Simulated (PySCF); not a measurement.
SMILES CCCC[SeH] (C4H10Se), GFN2-xTB optimised geometry.

```
15

C      2.00    -1.31     0.00
C      0.48    -1.31     0.00
C     -0.09     0.11     0.00
C     -1.60     0.09    -0.01
Se    -2.38     1.91    -0.06
H      2.38    -0.80     0.88
H      2.38    -0.81    -0.89
H      2.38    -2.33     0.01
H      0.11    -1.85    -0.88
H      0.11    -1.85     0.88
H      0.28     0.64    -0.88
H      0.27     0.64     0.89
H     -1.99    -0.40    -0.90
H     -2.01    -0.41     0.87
H     -1.80     2.33     1.19
```

Density from CAM-B3LYP/def2-TZVP run with PySCF 2.14.0 at that geometry.

Minimum of the electron density along straight lines between bonded atoms, close to the bond critical point (lines longer than 1.1 times the sum of covalent radii, or with two minima, are not listed):

```json
[
 {"bond": "C1–C2", "length / Å": "1.524", "ρ at the minimum / e bohr⁻³": "0.248", "∇²ρ there / e bohr⁻⁵": "-0.62", "position (fraction from the first atom)": "0.50"},
 {"bond": "C2–C3", "length / Å": "1.528", "ρ at the minimum / e bohr⁻³": "0.248", "∇²ρ there / e bohr⁻⁵": "-0.62", "position (fraction from the first atom)": "0.50"},
 {"bond": "C3–C4", "length / Å": "1.517", "ρ at the minimum / e bohr⁻³": "0.253", "∇²ρ there / e bohr⁻⁵": "-0.65", "position (fraction from the first atom)": "0.49"},
 {"bond": "C4–Se5", "length / Å": "1.974", "ρ at the minimum / e bohr⁻³": "___", "∇²ρ there / e bohr⁻⁵": "-0.16", "position (fraction from the first atom)": "0.48"},
 {"bond": "C1–H6", "length / Å": "1.087", "ρ at the minimum / e bohr⁻³": "0.280", "∇²ρ there / e bohr⁻⁵": "-0.97", "position (fraction from the first atom)": "0.64"},
 {"bond": "C1–H7", "length / Å": "1.087", "ρ at the minimum / e bohr⁻³": "0.281", "∇²ρ there / e bohr⁻⁵": "-0.97", "position (fraction from the first atom)": "0.64"},
 {"bond": "C1–H8", "length / Å": "1.087", "ρ at the minimum / e bohr⁻³": "0.281", "∇²ρ there / e bohr⁻⁵": "-0.97", "position (fraction from the first atom)": "0.64"},
 {"bond": "C2–H9", "length / Å": "1.093", "ρ at the minimum / e bohr⁻³": "0.280", "∇²ρ there / e bohr⁻⁵": "-0.96", "position (fraction from the first atom)": "0.64"},
 {"bond": "C2–H10", "length / Å": "1.093", "ρ at the minimum / e bohr⁻³": "0.279", "∇²ρ there / e bohr⁻⁵": "-0.96", "position (fraction from the first atom)": "0.64"},
 {"bond": "C3–H11", "length / Å": "1.092", "ρ at the minimum / e bohr⁻³": "0.281", "∇²ρ there / e bohr⁻⁵": "-0.97", "position (fraction from the first atom)": "0.64"},
 {"bond": "C3–H12", "length / Å": "1.093", "ρ at the minimum / e bohr⁻³": "0.279", "∇²ρ there / e bohr⁻⁵": "-0.96", "position (fraction from the first atom)": "0.64"},
 {"bond": "C4–H13", "length / Å": "1.092", "ρ at the minimum / e bohr⁻³": "0.281", "∇²ρ there / e bohr⁻⁵": "-0.98", "position (fraction from the first atom)": "0.65"},
 {"bond": "C4–H14", "length / Å": "1.091", "ρ at the minimum / e bohr⁻³": "0.282", "∇²ρ there / e bohr⁻⁵": "-0.98", "position (fraction from the first atom)": "0.65"},
 {"bond": "Se5–H15", "length / Å": "1.446", "ρ at the minimum / e bohr⁻³": "___", "∇²ρ there / e bohr⁻⁵": "___", "position (fraction from the first atom)": "0.62"}
]
```

Task: What belongs in the gaps?

Result: 
- C4–Se5, ρ at the minimum / e bohr⁻³: 0.144
- Se5–H15, ρ at the minimum / e bohr⁻³: 0.184
- Se5–H15, ∇²ρ there / e bohr⁻⁵: -0.33
